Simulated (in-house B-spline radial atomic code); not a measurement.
# Response and correlation of Sm XLIX (Sm48+)

Closed shell [Ne] 3s2 (3p1/2)2. Computed with a B-spline radial code for spherical atoms: Dirac-Hartree-Fock, relativistic RPA (time-dependent Dirac-Hartree-Fock) for the response and second-order many-body perturbation theory for correlation, no-pair Dirac-Coulomb Hamiltonian, finite nucleus.

The shells are closed in jj coupling only; the real ground state mixes other jj configurations.

| multipole (bohr³, bohr⁵, bohr⁷) | uncoupled | coupled RPA |
| --- | --- | --- |
| dipole | 0.0057336 | 0.0059204 |
| quadrupole | 0.0002614 | ? |
| octupole | 9.0638e-06 | 9.8788e-06 |

What is the coupled quadrupole polarisability?

0.0003351 atomic units, +28 % against the uncoupled value.

Which subshells carry the dipole polarisability?

3s1/2 60.7 %, 3p1/2 38.4 %, 2p3/2 0.6 %.

What does the dipole shielding factor come to?

The dipole shielding factor is 0.226, against the exact N/Z = 14/62 = 0.226 of the non-relativistic theorem.

Dipole polarisability at imaginary frequency:

| u (Eh) | α(iu) (bohr³) |
| --- | --- |
| 0 | 0.00592 |
| 6.86 | 0.004649 |
| 17.2 | 0.002324 |
| 34.3 | 0.001027 |
| 51.4 | 0.0006413 |
| 68.6 | 0.0004667 |
| 103 | 0.0002998 |
| 137 | 0.0002177 |
| 172 | 0.0001666 |
| 240 | 0.0001096 |
| 343 | 6.667e-05 |
| 514 | 3.556e-05 |
| 686 | 2.187e-05 |
| 1030 | 1.061e-05 |
| 1720 | 4.086e-06 |
| 3430 | 1.087e-06 |

What dispersion coefficients follow for two such ions (the dispersion part alone)?

C6 = (3/π)∫α(iu)²du = 0.0003777 hartree·bohr⁶ and C8 = 0.0001042 hartree·bohr⁸.

Lowest J = 1 odd-parity excitations:

| energy (eV) | oscillator strength | leading channel | weight |
| --- | --- | --- | --- |
| 300.87 | 0.173 | 3s1/2 → p3/2 | 0.85 |
| 357.43 | 0.706 | 3p1/2 → d3/2 | 0.879 |
| 1896.6 | 0.0869 | 3p1/2 → s1/2 | 0.998 |
| 2076.3 | 0.784 | 3s1/2 → p1/2 | 0.706 |
| 2096 | 0.236 | 3p1/2 → d3/2 | 0.706 |
| 2151.4 | 0.299 | 3s1/2 → p3/2 | 0.997 |
| 2778.6 | 0.0202 | 3p1/2 → s1/2 | 0.999 |
| 2873.3 | 0.241 | 3p1/2 → d3/2 | 0.993 |

Second-order correlation energy by the highest angular momentum of the excited pair (hartree): s -0.02272, p -0.2258, d -0.3775, f -0.08263, g -0.02821, h -0.01054, i -0.004799, k -0.002479.

What is the second-order correlation energy at the partial-wave limit?

The listed waves sum to -0.75463 hartree; extrapolating the increments as (l + 1/2)⁻⁴ gives -0.75969 hartree, -1.48 eV per electron.
